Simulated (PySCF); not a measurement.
**Electron affinity of Cu by level of theory**

Cu⁻ [Ar] 3d10 4s2 (1S) → Cu [Ar] 3d10 4s1 (2S), as a difference of total energies. All numbers are calculated (PySCF 2.14, no relativity, point nucleus, in def2-TZVPPD). Correlated levels: valence: [Ar] frozen. The calculations carry no spin-orbit coupling.

```tsv
method	electron affinity (eV)	difference from reference (eV)
UHF	-0.279	-1.515
MP2 (valence)	0.646	-0.590
SCS-MP2 (valence)	0.686	-0.550
CCSD (valence)	0.775	-0.461
CCSD(T) (valence)	0.929	-0.307
```

Reference: 1.236 eV (measured; photodetachment measurements, as compiled on the Wikipedia data page of electron affinities).

These non-relativistic numbers lack the scalar-relativistic shift.

Errors of the correlated levels include the incompleteness of this basis and the frozen core.

A negative affinity means that the anion lies above the atom at that level of theory.

The coupled-cluster amplitudes are large for Cu⁻ (T1 above 0.03 or a double amplitude above 0.15), so a single reference is strained.
